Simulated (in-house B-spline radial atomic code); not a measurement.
Te²⁺ is squeezed into an impenetrable sphere of radius R (the orbitals vanish at R). Method: scalar-relativistic (X2C) Hartree-Fock, spin-polarised, averaged over the determinants with the given up and down occupations, Fermi nucleus of rms radius 4.7423 fm. Calculated with a radial B-spline atomic code at the basis-set limit.

Energies in eV above the free ion in [Kr] 4d10 5s2 5p2:

```json
{"R (bohr)": "7.26", "highest level (eV)": "-27.2", "[Kr] 4d10 5s2 5p2": "0.006022", "[Kr] 4d10 5s1 5p2 5f1": "34.46", "[Kr] 4d10 5s2 5p1 5d1": "13.13"}
{"R (bohr)": "6.22", "highest level (eV)": "-27.2", "[Kr] 4d10 5s2 5p2": "0.05802", "[Kr] 4d10 5s1 5p2 5f1": "38.02", "[Kr] 4d10 5s2 5p1 5d1": "13.59"}
{"R (bohr)": "4.82", "highest level (eV)": "-26.6", "[Kr] 4d10 5s2 5p2": "1.021", "[Kr] 4d10 5s1 5p2 5f1": "47.79", "[Kr] 4d10 5s2 5p1 5d1": "16.4"}
{"R (bohr)": "4.54", "highest level (eV)": "-26.2", "[Kr] 4d10 5s2 5p2": "1.767", "[Kr] 4d10 5s1 5p2 5f1": "51.31", "[Kr] 4d10 5s2 5p1 5d1": "17.9"}
{"R (bohr)": "3.52", "highest level (eV)": "-21.5", "[Kr] 4d10 5s2 5p2": "12.45", "[Kr] 4d10 5s1 5p2 5f1": "77.93", "[Kr] 4d10 5s2 5p1 5d1": "33.8"}
{"R (bohr)": "3.09", "highest level (eV)": "-15.7", "[Kr] 4d10 5s2 5p2": "28.41", "[Kr] 4d10 5s1 5p2 5f1": "105.1", "[Kr] 4d10 5s2 5p1 5d1": "54.07"}
{"R (bohr)": "2.58", "highest level (eV)": "0.453", "[Kr] 4d10 5s2 5p2": "79.1", "[Kr] 4d10 5s1 5p2 5f1": "175", "[Kr] 4d10 5s2 5p1 5d1": "113"}
{"R (bohr)": "2.09", "highest level (eV)": "42.4", "[Kr] 4d10 5s2 5p2": "236.1", "[Kr] 4d10 5s1 5p2 5f1": "357.8", "[Kr] 4d10 5s2 5p1 5d1": "282.4"}
{"R (bohr)": "1.82", "highest level (eV)": "95.2", "[Kr] 4d10 5s2 5p2": "466.3", "[Kr] 4d10 5s1 5p2 5f1": "603.2", "[Kr] 4d10 5s2 5p1 5d1": "521"}
{"R (bohr)": "1.45", "highest level (eV)": "261", "[Kr] 4d10 5s2 5p2": "1345", "[Kr] 4d10 5s1 5p2 5f1": "1490", "[Kr] 4d10 5s2 5p1 5d1": "1410"}
```

Question: Does [Kr] 4d10 5s1 5p2 5f1 fall below [Kr] 4d10 5s2 5p2 under compression?

Answer: No, it stays above over the whole range.

Question: Does [Kr] 4d10 5s2 5p1 5d1 fall below [Kr] 4d10 5s2 5p2 under compression?

Answer: No, it stays above over the whole range.

The highest level is first positive in the row R = 2.58 bohr, pushed up by confinement above the zero of the free ion's potential. Each configuration is held fixed and needn't be the lowest in the sphere.
